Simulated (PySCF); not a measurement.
**Ionisation energy of Ni¹⁵⁺ by level of theory**

Ni¹⁵⁺ [Ne] 3s2 3p1 (2P) → Ni¹⁶⁺ [Ne] 3s2 (1S), as a difference of total energies. Calculation: PySCF 2.14, in an uncontracted even-tempered set (17 s from 0.93 bohr⁻², ratio 2.5; 11 p from 1.2 bohr⁻², ratio 2.5; 5 d from 6.3 bohr⁻², ratio 2.7; 4 f from 9.5 bohr⁻², ratio 2.7); the non-relativistic Hamiltonian (point nucleus). Correlated levels: outer shells: 1s2 frozen; virtual orbitals above 40 to 60 times the deepest correlated orbital energy dropped. The calculations carry no spin-orbit coupling.

| method | ionisation energy (eV) |
| --- | --- |
| UHF | 493.71 |
| MP2 (outer shells) | 494.23 |
| SCS-MP2 (outer shells) | 494.14 |
| CCSD (outer shells) | 494.26 |
| CCSD(T) (outer shells) | 494.27 |

**Question.** How much does correlation contribute at CCSD(T) (outer shells)?

**Answer.** 494.27 − (493.71) = 0.56 eV, measured against UHF.

A first-order spin-orbit estimate (lowest level to lowest level, LS coupling) adds 2.091 eV.

These non-relativistic numbers lack the scalar-relativistic shift.

For comparison: 495.4 ± 1.7 eV (semi-empirical (NIST evaluation); NIST Atomic Spectra Database, ionization energies).
